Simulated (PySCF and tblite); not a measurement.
Values are calculated unless marked as measured or tabulated.
## Conformers and averaged properties: C5H6O2, numbered as in [CH3:1][O:2][c:3]1[cH:4][cH:5][cH:6][o:7]1

Level: B3LYP-D3(BJ)/def2-TZVP (IEF-PCM, chloroform)//PBE0-D3(BJ)/def2-SVP, thermal terms from GFN2-xTB, symmetry numbers and mirror pairs counted. Conformers within 3 kcal/mol (GFN2-xTB free energy) were kept, 8 at most. GIAO shieldings: WP04/pcSseg-1 (IEF-PCM, chloroform). Couplings: B3LYP/pcJ-1 (gas phase; spin-dipole term only for pairs with B, N, F, Si or P). Couplings are for ¹³C, ¹H, ¹⁷O. Shifts are against TMS (¹H), TMS (¹³C) at the same level. Codes: tblite and PySCF.

Torsions listed: C1–O2–C3–O7. Of a mirror pair one member is shown.

| conformer | shape | symmetry | E(GFN2) kcal/mol | E(DFT) kcal/mol | G(298.15 K) kcal/mol | weight % | dipole D |
| --- | --- | --- | --- | --- | --- | --- | --- |
| 1 | 180° | Cs | 0.89 | 0.00 | 0.00 | 86.0 | 2.22 |
| 2 | 25° | C1 (pair) | 0.00 | 1.63 | 1.07 | 14.0 | 1.25 |

Weights (%) against temperature:

```json
{"T (K)": "150", "1": "98.8", "2": "1.2", "S(mix) cal/mol/K": "0.15"}
{"T (K)": "200", "1": "95.7", "2": "4.3", "S(mix) cal/mol/K": "0.41"}
{"T (K)": "250", "1": "91.0", "2": "9.0", "S(mix) cal/mol/K": "0.72"}
{"T (K)": "298.15", "1": "86.0", "2": "14.0", "S(mix) cal/mol/K": "1.00"}
{"T (K)": "400", "1": "75.8", "2": "24.2", "S(mix) cal/mol/K": "1.43"}
```

Averaged shifts at 298.15 K. ¹H: 6.80 (H6, 1H), 6.34 (H5, 1H), 5.22 (H4, 1H), 3.73 (H1, 3H) ppm. ¹³C: 168.1 (C3), 137.6 (C6), 119.6 (C5), 86.5 (C4), 58.3 (C1) ppm.

Averaged couplings (Hz): ¹J(C1,O2) 20.2, ³J(C1,O7) -2.5, ¹J(C1,H1) 149.8, ⁴J(C1,H4) 0.6, ⁵J(C1,H6) 0.5, ¹J(O2,C3) 15.1, ²J(O2,C4) 1.1, ³J(O2,C5) 0.2, ³J(O2,C6) -1.4, ²J(H1,O2) -6.5, ³J(O2,H4) 0.7, ¹J(C3,C4) 92.8, ¹J(C3,O7) 16.0, ³J(H1,C3) 5.5, ²J(C3,H4) 7.8, ³J(C3,H5) 9.0, ³J(C3,H6) 9.1, ¹J(C4,C5) 59.4, ²J(C4,O7) -1.7, ¹J(C4,H4) 186.3, ²J(C4,H5) 5.0, ³J(C4,H6) 5.3, ¹J(C5,C6) 75.6, ²J(C5,O7) 1.9, ²J(H4,C5) 4.1, ¹J(C5,H5) 183.0, ²J(C5,H6) 12.8, ¹J(C6,O7) 24.5, ³J(H4,C6) 8.3, ²J(H5,C6) 10.2, ¹J(C6,H6) 216.2, ³J(H4,O7) -2.3, ³J(H5,O7) -2.4, ²J(H6,O7) -21.9, ²J(H1,H1) -11.4, ³J(H4,H5) 3.7, ⁴J(H4,H6) 1.0, ³J(H5,H6) 2.6.

Coordinates of conformer 1 (Å):

```xyz
13

C    -2.248   -0.216   -0.267
O    -1.121   -1.043   -0.392
C     0.040   -0.469   -0.104
C     0.415    0.783    0.304
C     1.844    0.714    0.428
C     2.202   -0.552    0.089
O     1.095   -1.277   -0.236
H    -3.122   -0.822   -0.535
H    -2.362    0.151    0.767
H    -2.185    0.651   -0.947
H    -0.229    1.637    0.492
H     2.515    1.514    0.733
H     3.149   -1.079    0.029
```

Coordinates of conformer 2 (Å):

```xyz
13

C    -2.314    0.128    0.048
O    -1.298   -0.730   -0.425
C    -0.040   -0.357   -0.223
C     1.107   -0.715   -0.872
C     2.159   -0.045   -0.164
C     1.570    0.662    0.836
O     0.220    0.469    0.804
H    -2.269    0.243    1.142
H    -2.243    1.125   -0.418
H    -3.266   -0.337   -0.232
H     1.179   -1.368   -1.736
H     3.224   -0.083   -0.384
H     1.938    1.327    1.611
```

Thermal terms of a conformer that GFN2-xTB lacks, or places elsewhere, come from the nearest GFN2-xTB minimum; such a conformer stays in the set even outside the window. Shifts are unscaled: against experiment ¹³C can be off by 15 ppm or more and ¹H by 0.8 ppm.

Search and properties took 2.2 min on 1 thread of Arm Neoverse V2, on a host shared with other jobs (rough), launched as `OMP_NUM_THREADS=1 python ens_run.py task.json out`.
